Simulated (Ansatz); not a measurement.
The cluster Zn3SeF4, relaxed as a singlet with RKS r2SCAN-D4/def2-SVP in Ansatz, starting from the GFN1-xTB geometry. Force threshold 0.02 eV/Å.

The structure comes from a short search, and lower isomers may exist.

Start:

```xyz
8

Zn    0.914    0.811   -0.986
Zn   -1.038   -1.151   -1.136
Zn    0.528    0.584    1.747
Se    0.841   -1.129    0.219
F    -0.504    0.522   -2.129
F     0.614    0.639    3.430
F    -2.192   -2.313   -1.540
F     0.836    2.037    0.395
```

Estimate the energy that the relaxation releases and the steps that it takes.

0.44 eV, in 6 steps; 13 s on 4 threads of Intel Xeon 6975P-C on a shared host. No frequencies were taken in this run, so the end may be a saddle point.

Does the start keep its bonding?

By distances, no bond broke or formed. The bond that changes most is Zn1–Se4, from 2.29 to 2.39 Å (atoms count from 1). The end is the same structure that another start reached, the lowest one found.

Predict the relaxed structure.


Cartesian coordinates in Å:
```
Zn 0.838 0.865 -0.982
Zn -0.927 -1.270 -1.155
Zn 0.691 0.474 1.762
Se 1.117 -1.240 0.122
F -0.593 0.470 -2.122
F 0.404 0.834 3.452
F -2.378 -2.162 -1.561
F 0.849 2.028 0.484
```
Bond lengths (bridged metal pairs left out): 6 × F–Zn 1.75 to 2.02 Å; 3 × Se–Zn 2.39 to 2.41 Å.
